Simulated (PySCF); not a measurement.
Static response to an electric field

Compound: C₄H₃ClF₂Si.
Cartesian coordinates in Å at the GFN2-xTB level; atoms count from 1:
```
atom  x, y, z in Å
F1     0.3560    2.5583   -0.4332
C2     0.0957    1.2586   -0.2187
C3    -1.1418    0.7979   -0.0100
C4    -1.2216   -0.6415    0.2122
C5    -0.0736   -1.3321    0.1955
Si6    1.3644   -0.1601   -0.1286
F7     2.0526   -0.4082   -1.5674
Cl8    2.8318    0.0053    1.2055
H9    -2.0271    1.4121   -0.0084
H10   -2.1886   -1.0916    0.3760
H11   -0.0425   -2.3960    0.3512
```

Level: PBE0/def2-SVPD (PySCF), static field, nuclei fixed, core orbitals frozen in the response. The polarisability tensor in these axes (au):

```
x   96.19 -0.07  3.66
y   -0.07 78.70 -3.26
z    3.66 -3.26 60.05
```

Q: Give the principal values, the mean and the anisotropy Δα = √{½[(α1 − α2)² + (α2 − α3)² + (α1 − α3)²]}.

A: Principal values 59.14, 79.23 and 96.56 au; mean 78.31 au = 11.60 Å³ = 12.91 × 10⁻⁴⁰ C²·m²/J; Δα = 32.44 au (41 % of the mean).

Q: What is the dipole moment, and where does it point?

A: (-2.04, -1.18, 1.15) D, 2.62 D in size, pointing from the negative to the positive side. Measured along this direction, the outermost atoms are F7 at the negative end and H10 at the positive end.

Q: Refractivity n − 1 of an ideal gas of it at 500 K and 1 atm, from the electronic α?

A: N = p/kT = 1.4678 × 10¹⁹ cm⁻³, so n − 1 = 2π × N × 11.60 × 10⁻²⁴ cm³ = 1070 × 10⁻⁶ at long wavelengths, for an ideal gas.

Q: Find the Langevin capture rate constant for O2+ (31.990 u) meeting this molecule (151.966 u), k = 2.342 × 10⁻⁹ cm³/s × √(α in Å³ / reduced mass in u).

A: The reduced mass is 26.43 u, so k = 1.55 × 10⁻⁹ cm³/s. The formula leaves out the permanent dipole, which adds to the capture rate.

Q: In TDDFT the mean static polarisability is Σ f/ω² over all singlet excitations (ω in hartree). How much of it do the 6 lowest give? Their energies (eV) and oscillator strengths: 3.72, 0.0369; 4.95, 0.0009; 5.90, 0.0003; 6.46, 0.0457; 6.64, 0.0122; 6.69, 0.0031.

A: They add up to 3.07 au, 3.9 % of the 78.31 au; the largest single term is 1.98 au, from the state at 3.72 eV. Terms in order: 1.98, 0.03, 0.01, 0.81, 0.20, 0.05 au. Higher excitations give the rest. The strengths listed sum to 0.099.

Geometry: GFN2-xTB; no solvent, vibrations or thermal averaging.
